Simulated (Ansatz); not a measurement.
Cost and result up the ladder for TaO4 (5 atoms). Charge 0, multiplicity 2. Geometry: r2SCAN-D4/def2-SVP.

```
atom   x (Å)   y (Å)   z (Å)
 Ta1  -0.003   0.001  -0.003
  O2   1.207   0.962  -1.184
  O3   0.681   1.818  -0.121
  O4  -0.320  -1.756   0.768
  O5  -1.565  -1.024   0.539
```

Ansatz on 4 threads of Arm Neoverse V1 on a shared host. Times are rough, and most runs start from the orbitals of an earlier one. PBE0-D4/def2-TZVP serves as the yardstick here, not as an exact answer. Differences are given only for rows in sets of like size (and for xTB, whose basis is part of the method), since another set adds its own error. Binding counts from free atoms at the same level (Ta quartet, O triplet; other spins of the atoms weren't run), without zero-point energy or a counterpoise term.

In the def2 sets Ta takes a core potential; there is no spin–orbit coupling. Correlated methods freeze 4 core orbitals; core or outer-core shells of Ta are correlated, in sets that lack core-valence functions. In CCSD on the charge 0 doublet the largest single amplitude is 0.56, so its Hartree–Fock determinant may place the open shell otherwise than the density functionals do. The structure holds 2 bonds between oxygen atoms, so isomers without such links may lie far lower. No other spin state of charge 0 was run. Another isomer (doublet) lies 3.33 eV lower at PBE0-D4/def2-TZVP; other spin states weren't run for this one.

Run but left out: HF/def2-TZVP (a determinant that CCSD turns far, T1 0.074).

Correlated methods converge slowly with the basis.

| level | functions | wall time | binding energy per atom (eV) | difference from PBE0-D4/def2-TZVP (eV) | remarks |
| --- | --- | --- | --- | --- | --- |
| PBE-D4/def2-SVP | 88 | 1.4 s | 4.39 | – | – |
| PBE0-D4/def2-SVP | 88 | 1.8 s | 3.80 | – | – |
| PBE-D4/def2-TZVP (with forces) | 164 | 2.7 s | 4.39 | 0.54 | – |
| PBE0-D4/def2-TZVP | 164 | 3.6 s | 3.85 | 0.00 | – |
| RPA@PBE/def2-TZVP | 164 | 4.9 s | 3.61 | -0.24 | – |
| r2SCAN-D4/def2-TZVP | 164 | 6.5 s | 4.04 | 0.19 | spin-contaminated (⟨S²⟩ 0.83) |
| PBE-QIDH/def2-TZVP | 164 | 7 s | 3.73 | -0.13 | – |
| r2SCANh-D4/def2-TZVP | 164 | 7.5 s | 3.85 | 0.00 | – |
| CCSD(T)/def2-TZVP | 164 | 9 min | 3.78 | -0.07 | large T1 (0.074) |
